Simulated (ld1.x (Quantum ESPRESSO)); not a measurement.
Transferability test, PAW potential for chromium (Cr)

ld1.x (Quantum ESPRESSO) 7.5 input, shortened:

```
&input
   title='Cr', zed=24., rel=1, dft='PBE', iswitch=3,
   config='[Ar] 3d5 4s1 4p0'
 /
 &inputp
   pseudotype=3, lpaw=.true., tm=.true., lloc=-2, rcloc=1.60,
   nlcc=.true., new_core_ps=.true.,
   which_augfun='PSQ', rmatch_augfun=1.50
 /
6
4S  1  0   1.00   0.00  1.75  2.40  0.0
4S  1  0   0.00   0.20  1.75  2.40  0.0
3P  2  1   6.00   0.00  1.75  1.85  0.0
4P  3  1   0.00   0.00  1.75  1.85  0.0
3D  3  2   5.00   0.00  1.80  2.35  0.0
3D  3  2   0.00   3.55  1.80  2.35  0.0
 &test
   configts(1)='3p6 3d5 4s1 4p0'
 /
```

Energies are relative to the spin-unpolarised reference configuration 3p6 3d5 4s1 4p0; without spin polarisation the order of configurations can differ from experiment. Not all tests gave a result: test run stopped at test 5 of 7 (negative rho), 1 before it not solved. Left out of the table: 3p6 3d4 4s0 4p0 (solver errors, printed error -1136 eV).

```
valence configuration  charge  ΔE all-electron (eV)  error AE − PS (meV)
      3p6 3d5 4s0 4p0      +1                 6.901                 -3.2
      3p6 3d3 4s0 4p0      +3                53.702                  -91
      3p6 3d5 4s0 4p1       0                 3.121                 -1.2
```

Levels in the configuration 3p6 3d3 4s0 4p0:

```csv
level,all-electron (eV),pseudo (eV)
3p,-83.742,-83.923
3d,-39.121,-39.284
```
